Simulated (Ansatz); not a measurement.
C4H14N2Si, singlet, at a GFN2-xTB geometry; CASSCF(6,4)/STO-3G run with Ansatz (a quantum-chemistry and plane-wave program).

The Ansatz input:
Ansatz 0.2 input:
```yaml
crystal:
  periodic: [false, false, false]
  atoms:
    - {symbol: C, position_ang: [2.33938519, 0.52704364, -1.31912279]}
    - {symbol: C, position_ang: [1.56556296, -0.69611859, -0.84007503]}
    - {symbol: Si, position_ang: [0.02750705, -0.29661288, 0.22263275]}
    - {symbol: N, position_ang: [0.61371329, 0.46969505, 1.66045763]}
    - {symbol: N, position_ang: [-0.83461249, -1.66194153, 0.85191021]}
    - {symbol: C, position_ang: [-1.24834559, 0.68010613, -0.81629490]}
    - {symbol: C, position_ang: [-2.45290900, 1.12688592, 0.00447423]}
    - {symbol: H, position_ang: [3.19341932, 0.23374536, -1.92851076]}
    - {symbol: H, position_ang: [2.71010130, 1.09995453, -0.47251105]}
    - {symbol: H, position_ang: [1.70341156, 1.17502825, -1.91787985]}
    - {symbol: H, position_ang: [2.23812854, -1.33083827, -0.26220398]}
    - {symbol: H, position_ang: [1.26497260, -1.28076666, -1.71115905]}
    - {symbol: H, position_ang: [-0.05457227, 0.64076596, 2.39449573]}
    - {symbol: H, position_ang: [1.22227406, 1.26551021, 1.56313987]}
    - {symbol: H, position_ang: [-1.34880865, -2.23686174, 0.20521027]}
    - {symbol: H, position_ang: [-0.35232080, -2.24632386, 1.51526120]}
    - {symbol: H, position_ang: [-0.77756826, 1.56117025, -1.25536840]}
    - {symbol: H, position_ang: [-1.59895563, 0.07438317, -1.65288883]}
    - {symbol: H, position_ang: [-3.17996536, 1.64988042, -0.61569549]}
    - {symbol: H, position_ang: [-2.14201951, 1.79749431, 0.80236927]}
    - {symbol: H, position_ang: [-2.93906236, 0.26766112, 0.45841858]}
basis:
  gaussian:
    orbitals: STO-3G
hamiltonian:
  xc: hf
magnetization: {spin_polarized: false}
correlation: {active_space: {window: {electrons: 6, orbitals: 4}}}
```

What the program printed (banner, timings and long lists left out):

```
Functional definition: HF
719 factors; integrals over basis functions are off by at most 3.2e-5 eV
mean field evaluation 1: about -14989.6463 eV, gradient 2.3e1 eV
mean field evaluation 2: about -14989.9708 eV, gradient 2.3e1 eV
mean field evaluation 4: about -14991.8171 eV, gradient 1.4e0 eV
mean field evaluation 8: about -14991.8260 eV, gradient 2.1e-2 eV
mean field -14991.82600670 eV, -550.9394439216 hartree, gradient 2.7e-6 eV, S^2 0.000000; 0 other end points of the search recorded, 0 dependent functions left out
reference -14991.82600670 eV, -550.9394439216 hartree; 33, 33 occupied and 20, 20 virtual orbitals, 719 factors
state -14992.18820109 eV, -550.9527543199 hartree
Total energy: -14992.18820109 eV, -550.9527543199 hartree
```
